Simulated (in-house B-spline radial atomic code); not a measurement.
Results of a calculation; reference values are marked as such.
## Softness against transferability: the 3p channel of Zn

Zn, [Ar] 3d10 4s2, non-relativistic LDA (VWN5), spherical and spin-unpolarised, from a B-spline radial code for spherical atoms (atomic units). The all-electron 3p level is ε = -3.022364 hartree, its outermost node lies just inside 0.26 bohr and its outer maximum at 0.60 bohr.

Troullier-Martins pseudo-orbitals are made for several radii. The cutoffs (hartree) are the plane-wave energies beyond which the orbital holds less than the named kinetic energy per electron. The phase error is the difference, pseudo minus all-electron, of arctan(R P'/P) at R = 1.13 bohr for all radii, half a hartree below and above the level.

| r_c (bohr) | V_l(0) (hartree) | cutoff for 10 mEh | for 1 mEh | for 0.1 mEh | phase error at ε − 0.5 (mrad) | at ε + 0.5 (mrad) |
| --- | --- | --- | --- | --- | --- | --- |
| 0.45 | -122.61 | 290 | > 450 | > 450 | -1.4 | -0.3 |
| 0.52 | -39.22 | 171 | 330 | > 450 | -0.9 | -0.2 |
| 0.6 | -13.93 | 55.8 | 96.9 | 192 | -0.6 | -0.1 |
| 0.67 | -11.67 | 65.9 | 99.7 | 184 | -0.6 | -0.1 |
| 0.75 | -13.40 | 40.1 | 90.3 | 159 | -0.7 | -0.1 |
| 0.83 | -15.16 | 37 | 76.9 | 99.1 | -1.1 | -0.2 |

(1) Which radius needs the lowest cutoff for 1 mEh while both phase errors stay within 1.0 mrad?

Results:

(1) The radii within that limit are 0.52, 0.6, 0.67, 0.75 bohr; of these r_c = 0.75 needs the least, 90.3 hartree, that is 181 Ry or 2457 eV.
